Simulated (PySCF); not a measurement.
Computed Raman spectrum (relative Raman activity) of a molecule CH6ClNOSi. Geometry: PBE0-D3(BJ)/def2-SVP. Other conformers were not sampled. These are PySCF 2.14.0 with PBE0-D3(BJ)/def2-SVP values and carry that method's errors. Frequencies are harmonic and unscaled.

Lines under 2 % of the strongest are left out, and lines within 2 cm⁻¹ are merged.

```json
[
 {"ν (cm⁻¹)": "292", "relative intensity": "2.1"},
 {"ν (cm⁻¹)": "480", "relative intensity": "2.3"},
 {"ν (cm⁻¹)": "519", "relative intensity": "3.7"},
 {"ν (cm⁻¹)": "696", "relative intensity": "6.7"},
 {"ν (cm⁻¹)": "1425", "relative intensity": "18"},
 {"ν (cm⁻¹)": "1547", "relative intensity": "4.4"},
 {"ν (cm⁻¹)": "3063", "relative intensity": "100"},
 {"ν (cm⁻¹)": "3167", "relative intensity": "62"},
 {"ν (cm⁻¹)": "3176", "relative intensity": "57"},
 {"ν (cm⁻¹)": "3602", "relative intensity": "91"},
 {"ν (cm⁻¹)": "3699", "relative intensity": "55"},
 {"ν (cm⁻¹)": "3926", "relative intensity": "71"}
]
```

Task: Which structure fits?
A. CN[Si@H](O)Cl
B. NC[Si@H](O)Cl
C. CO[Si@@H](N)Cl
D. C[Si](N)(O)Cl

Result: D, C[Si](N)(O)Cl
